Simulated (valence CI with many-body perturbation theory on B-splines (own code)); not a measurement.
## Hyperfine factors and g values of Hg³⁰⁺

Computed by configuration interaction combined with many-body perturbation theory (CI+MBPT): four valence electrons over a frozen Dirac-Fock core [Kr] 4d10, a basis of 8 s, 8 p, 9 d, 9 f, 6 g, 3 h, 2 i functions for each j, with the one-electron correlation potential Σ1, the two-electron term Σ2, the three-electron term Σ3, Breit, model QED; selected CI, second order for the rest (own B-spline code, finite nucleus).

The last digits are not significant, and no measured levels were compared; by estimate large intervals hold to a few tenths of a per cent, small ones and those within an open d or f shell to about a per cent. Core correlation moves these levels by up to 4400 cm⁻¹, and in measured spectra 5 to 20 % of such shifts remained as error; rates that hang on mixing are uncertain with them. Only levels of the ground parity were solved; by the run's estimate the other parity begins above the list, which can be wrong where configurations are misplaced.

A/g_I is the dipole constant over the nuclear g factor μ/I (μ in nuclear magnetons, uniformly magnetised nucleus), B/Q the quadrupole constant per barn. Both hold the static response of the core; the bare values leave it out. Large factors of s and p1/2 electrons are usually good to 5 to 10 %; those of open d and f shells near neutrality can be off by tens of per cent, and small factors of p3/2, d and f electrons come from cancelling terms and can be off by a factor of two or in sign, in half-filled shells by more. B is blank for J = 1/2, where it vanishes, and for nearly pure S terms. Energies count from the lowest level. Levels with J = 0 are left out.

Levels are named by their leading jj configuration (3d3/2^4 stands for four electrons in 3d with j = 3/2), which in mixed levels can hold well under half, so a name can repeat and another be missing. Letters in brackets count levels of one name in rising energy.

| Level | E (eV) | g | A/g_I (MHz) | A/g_I bare | B/Q (MHz/b) | B/Q bare |
| --- | --- | --- | --- | --- | --- | --- |
| (4f5/2^4) J=4 | 0.000 | 0.673 | 6650 | 6170 | -3480 | -3140 |
| (4f5/2^3 4f7/2) J=5 [a] | 3.522 | 0.916 | 4870 | 4820 | -2800 | -2540 |
| (4f5/2^4) J=2 | 4.850 | 0.903 | 5810 | 5840 | 4080 | 3690 |
| (4f5/2^3 4f7/2) J=6 [a] | 5.982 | 1.033 | 4180 | 4360 | -1760 | -1630 |
| (4f5/2^3 4f7/2) J=4 [a] | 7.143 | 1.002 | 4840 | 5020 | -4770 | -4290 |
| (4f5/2^3 4f7/2) J=1 [a] | 7.255 | 0.158 | 12100 | 10900 | 977 | 875 |
| (4f5/2^3 4f7/2) J=7 | 7.486 | 1.074 | 4050 | 4330 | 325 | 224 |
| (4f5/2^3 4f7/2) J=3 [a] | 8.389 | 1.083 | 4030 | 4330 | -1670 | -1510 |
| (4f5/2^3 4f7/2) J=8 | 8.541 | 1.089 | 4030 | 4350 | 2980 | 2570 |
| (4f5/2^3 4f7/2) J=2 [a] | 8.757 | 0.666 | 7060 | 6610 | -2740 | -2440 |
| (4f5/2^3 4f7/2) J=3 [b] | 9.196 | 0.973 | 4570 | 4630 | 2900 | 2630 |
| (4f5/2^3 4f7/2) J=2 [b] | 9.340 | 1.555 | 378 | 1500 | -785 | -764 |
| (4f5/2^2 4f7/2^2) J=6 [a] | 10.588 | 0.914 | 4750 | 4690 | 166 | 171 |
| (4f5/2^3 4f7/2) J=5 [b] | 10.745 | 1.162 | 3290 | 3710 | -1360 | -1320 |
| (4f5/2^2 4f7/2^2) J=7 [a] | 11.428 | 1.006 | 4170 | 4280 | 1970 | 1750 |
| (4f5/2^2 4f7/2^2) J=4 [a] | 11.721 | 1.227 | 2620 | 3140 | 5000 | 4480 |
| (4f5/2^2 4f7/2^2) J=8 [a] | 12.320 | 1.058 | 3900 | 4120 | 4130 | 3650 |
| (4f5/2^2 4f7/2^2) J=4 [b] | 13.415 | 1.024 | 4300 | 4470 | -2310 | -2060 |
| (4f5/2^2 4f7/2^2) J=2 [a] | 13.735 | 1.132 | 3320 | 3660 | 2560 | 2320 |
| (4f5/2^2 4f7/2^2) J=3 [a] | 13.900 | 0.904 | 4920 | 4850 | -3360 | -3020 |
| (4f5/2^2 4f7/2^2) J=5 [a] | 14.231 | 1.259 | 2430 | 3010 | 5210 | 4660 |
| (4f5/2^2 4f7/2^2) J=2 [b] | 14.660 | 1.118 | 2380 | 2570 | -649 | -625 |
| (4f5/2^2 4f7/2^2) J=1 | 14.667 | 1.042 | 4460 | 4700 | -111 | -110 |
| (4f5/2^2 4f7/2^2) J=5 [b] | 14.813 | 0.974 | 4130 | 4150 | 918 | 789 |
| (4f5/2^2 4f7/2^2) J=4 [c] | 15.124 | 1.175 | 3050 | 3480 | -3530 | -3240 |
| (4f5/2^3 4f7/2) J=1 [b] | 15.273 | 1.483 | -710 | 96.0 | 1800 | 1600 |
| (4f5/2^2 4f7/2^2) J=8 [b] | 15.479 | 1.007 | 4270 | 4400 | 5080 | 4580 |
| (4f5/2^2 4f7/2^2) J=9 | 15.546 | 1.042 | 4030 | 4220 | 9600 | 8590 |
| (4f5/2^2 4f7/2^2) J=3 [b] | 15.565 | 1.253 | 2020 | 2540 | 1010 | 893 |
| (4f5/2^2 4f7/2^2) J=6 [b] | 15.652 | 1.215 | 2930 | 3450 | 348 | 220 |
| (4f5/2^2 4f7/2^2) J=5 [c] | 15.813 | 1.113 | 3780 | 4130 | -1270 | -1150 |
| (4f5/2^2 4f7/2^2) J=4 [d] | 16.461 | 1.115 | 3010 | 3280 | 3240 | 2870 |
| (4f5/2^2 4f7/2^2) J=2 [c] | 16.521 | 0.728 | 7500 | 7270 | 934 | 886 |
| (4f5/2^2 4f7/2^2) J=6 [c] | 16.714 | 1.064 | 3940 | 4180 | 926 | 815 |
| (4f5/2 4f7/2^3) J=7 [a] | 17.026 | 1.001 | 3930 | 4010 | 1390 | 1270 |
| (4f5/2^2 4f7/2^2) J=2 [d] | 17.363 | 1.415 | 654 | 1440 | 1240 | 1100 |
| (4f5/2^2 4f7/2^2) J=7 [b] | 17.693 | 1.073 | 3950 | 4220 | 2090 | 1860 |
| (4f5/2 4f7/2^3) J=8 | 17.777 | 1.057 | 3610 | 3790 | 3660 | 3270 |

(1) Take the isotope of mass number 199, with I = 1/2, μ = 0.5039 μN. What is the hyperfine structure of (4f5/2^3 4f7/2) J=3 [a]?

Answers

(1) From the table A = 4060 MHz. Shifts from the centre of gravity in MHz: F = 5/2: -8120, F = 7/2: 6090.
